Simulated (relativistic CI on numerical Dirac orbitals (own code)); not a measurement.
# Slater and spin-orbit integrals, La X

Calculated at this level of theory: Dirac-Coulomb-Breit CI, orbitals from a KLI potential per configuration, model QED, unscaled Slater integrals (own radial code, finite nucleus).

Slater integrals F^k, G^k are unscaled and averaged over j, outside the closed core [Kr]; ζ comes from projecting the Hamiltonian with its Breit term on Σ l·s of the shell.

- 4d¹⁰5s5p: G^1(5s,5p) = 91390, ζ(5p) = 19796 cm⁻¹; <r>(5s) = 1.402, <r^2>(5s) = 2.188, <r>(5p) = 1.528, <r^2>(5p) = 2.604 (bohr units).
- 4d¹⁰5s4f: G^3(5s,4f) = 32534, ζ(4f) = 509.28 cm⁻¹; <r>(5s) = 1.412, <r^2>(5s) = 2.22, <r>(4f) = 0.9475, <r^2>(4f) = 1.079 (bohr units).
- 4d¹⁰5s5d: G^2(5s,5d) = 53057, ζ(5d) = 1962 cm⁻¹; <r>(5s) = 1.4, <r^2>(5s) = 2.182, <r>(5d) = 1.789, <r^2>(5d) = 3.583 (bohr units).

In this model ζ of a weakly bound d, f or g electron outside closed shells comes out too small, for d by up to a factor of two or three and at times with the wrong sign; that of an outer p electron is too small as well.

Averages of the first 10 configurations, taken without configuration mixing, which lowers the lowest level and can move excited configurations by several eV; other configurations of the list can lie among them:

```
Configuration  Parity  States  Average energy above the lowest level (eV)
      4d¹⁰5s²    even       1                                         1.0
     4d¹⁰5s5p     odd      12                                        19.5
     4d¹⁰5s4f     odd      28                                        26.1
     4d¹⁰5s5d    even      20                                        49.9
     4d¹⁰5s5f     odd      28                                        80.3
     4d¹⁰5p5d     odd      60                                        70.4
     4d¹⁰4f5d     odd     140                                        74.9
     4d¹⁰5s5g    even      36                                        95.6
     4d⁹5s²4f     odd     140                                       107.1
     4d¹⁰5s6s    even       4                                        67.8
```
